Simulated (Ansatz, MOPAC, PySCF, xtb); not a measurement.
Torsion F4–B2–N3–H8 in CH5BFN (SMILES CB(N)F); at each angle all else is relaxed with GFN2-xTB, and the levels are single points there.
Geometry at 0° (charge 0, multiplicity 1):
```xyz
9

C     -1.1673    -0.0469    -0.2343
B      0.2243    -0.0395     0.5213
N      1.4525     0.1261    -0.1013
F      0.2515    -0.2025     1.8539
H     -1.6808    -0.9935    -0.0811
H     -1.0676     0.1109    -1.3038
H     -1.8223     0.7265     0.1605
H      2.3176     0.1250     0.4119
H      1.5714     0.2569    -1.0889
```

On the grid 0° to 330°, 300° is the highest and 0° the lowest point at MP2/CBS(cc-pVTZ, cc-pVQZ) + ΔCCSD(T)/cc-pVTZ.

Rows in 3-21G carry no dispersion term and start afresh at each structure. The state that PM3 reach isn't checked.

The values were computed with Ansatz (Gaussian basis) for Hartree–Fock, density functionals and correlated methods; MOPAC for PM3 (differences of heats of formation); PySCF for 3-21G rows, the dispersion terms; xtb for the GFN methods. 

### Question
One of these levels gives 22.3 kJ/mol for the energy at 300° less that at 0°. Which one is it?
A) GFN-FF
B) B3LYP/3-21G
C) PM3
D) PBE-D4/def2-TZVPP

### Answer
A, GFN-FF. The others give 95.5 (PM3), 86.5 (PBE-D4/def2-TZVPP), 105.0 (B3LYP/3-21G)

Ansatz is a quantum-chemistry and plane-wave program.
